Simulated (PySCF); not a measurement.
A GIAO shielding run with PySCF 2.14 (density fitting, non-relativistic, gas phase) on SMILES C#C[SiH2]/C(=C\SC)C(Cl)Cl, C$_{6}$H$_{8}$Cl$_{2}$SSi:

```
$ OMP_NUM_THREADS=1 python probes_run.py task.json out

{"job": {"kind": "nmr", "xc": "PBE0", "basis": "pcSseg-1"}, "charge": 0, "multiplicity": 1}
C     -2.541532    -2.005650    -1.839280
C     -2.287837    -1.254863    -0.935216
Si    -1.886208    -0.082343     0.437988
C     -0.335573     0.848706    -0.131014
C      0.892051     0.325548    -0.101491
S      1.261830    -1.271809     0.484125
C      3.060080    -1.296990     0.193273
C     -0.498958     2.221646    -0.656019
Cl    -1.028672     3.329789     0.646907
Cl    -1.725407     2.247149    -1.950062
H     -2.765261    -2.666013    -2.627783
H     -1.557322    -0.821529     1.658446
H     -2.983948     0.862648     0.628854
H      1.761147     0.872465    -0.445310
H      3.533867    -0.499457     0.758275
H      3.417281    -2.260080     0.542518
H      3.258588    -1.192291    -0.869437
H      0.417116     2.649390    -1.071190
```

Hardware: 1 thread of an Arm Neoverse V2, shared host. The job also computes population analyses, field gradients.

Problem. How large is the calculation?

Solution. 108 electrons, 238 basis functions and 1326 auxiliary functions.

Problem. How long does it take, and how much memory does it need?

Solution. 63 s of wall time, with 15 SCF cycles and 5 response iterations; peak memory 1.1 GiB. Times on a shared host scatter by some tens of per cent.
